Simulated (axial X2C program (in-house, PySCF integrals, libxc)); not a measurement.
**Low determinants of TaP at the PBE0 level, spin-free**

Calculated with an in-house relativistic program for diatomic molecules. Spin-free means the one-electron spin-free X2C Hamiltonian. Basis: Ta dyall-cv3z [13s14p9d7f4g], P dyall-v3z [8s7p2d1f] (cores contracted in-house); Gaussian nuclei, density fitting, unrestricted open shells. Masses: Ta 180.948 u, P 30.974 u.

Search at 2.148 Å (vertical energies from the lowest determinant):

```json
{"ΔE (eV)": "0.00", "state": "M_S = 1, Λ = 2", "electrons beyond evenly filled partner blocks": "σα, δ+α", "electrons in σ, π, δ, φ": "35 36 13 4"}
{"ΔE (eV)": "0.10", "state": "M_S = 0, Λ = 0", "electrons beyond evenly filled partner blocks": "closed shell", "electrons in σ, π, δ, φ": "36 36 12 4"}
{"ΔE (eV)": "0.74", "state": "M_S = 0, Λ = 2", "electrons beyond evenly filled partner blocks": "σα, δ+β", "electrons in σ, π, δ, φ": "35 36 13 4"}
{"ΔE (eV)": "1.12", "state": "M_S = 1, Λ = 0", "electrons beyond evenly filled partner blocks": "δ+α, δ-α", "electrons in σ, π, δ, φ": "34 36 14 4"}
{"ΔE (eV)": "1.13", "state": "M_S = 2, Λ = 1", "electrons beyond evenly filled partner blocks": "σα, π+α, π+β, π-α, δ+α, δ-α", "electrons in σ, π, δ, φ": "35 35 14 4"}
{"ΔE (eV)": "1.35", "state": "M_S = 1, Λ = 1", "electrons beyond evenly filled partner blocks": "σα, π+α, π+β, π-β, δ+α, δ-α", "electrons in σ, π, δ, φ": "35 35 14 4"}
{"ΔE (eV)": "1.37", "state": "M_S = 1, Λ = 1", "electrons beyond evenly filled partner blocks": "π+α, π-α, π-β, δ+α", "electrons in σ, π, δ, φ": "36 35 13 4"}
```

Lowest determinant, M_S = 1, Λ = 2 (beyond evenly filled blocks: σα, δ+α): Re = 2.137 Å, ωe = 532.1 cm⁻¹.

The determinant in row 2 of the search, M_S = 0, Λ = 0 (closed shell), was followed along the bond at PBE0; measured from the minimum of the lowest determinant it gives:

Te = 0.062 eV (504 cm⁻¹), Re = 2.101 Å, ωe = 588.4 cm⁻¹.

Compare the bond of the determinant in row 2 with that of the lowest one.

At PBE0 its Re is 0.036 Å shorter and its force constant, which goes as ωe², is 1.22 times that of the lowest determinant. T0 ≈ Te + Δωe/2 = 504 + (28) = 532 cm⁻¹.

The search compares states at one distance, so a state with another bond length can lie lower; it is not exhaustive and yields mostly the lowest determinant of each block pattern, so other components and higher states of one pattern are missing. These are energies of single determinants, not of spin-adapted states; PBE0 term energies can be off by some tenths of an eV, and the functional has no current term. The lowest determinant need not be the ground state where others lie within half an eV. Spin–orbit coupling is large for these atoms, so the spin-free order is a model. Row 1 is spin-contaminated (⟨S²⟩ = 2.10 against 2.00), so its values are not those of a pure state.
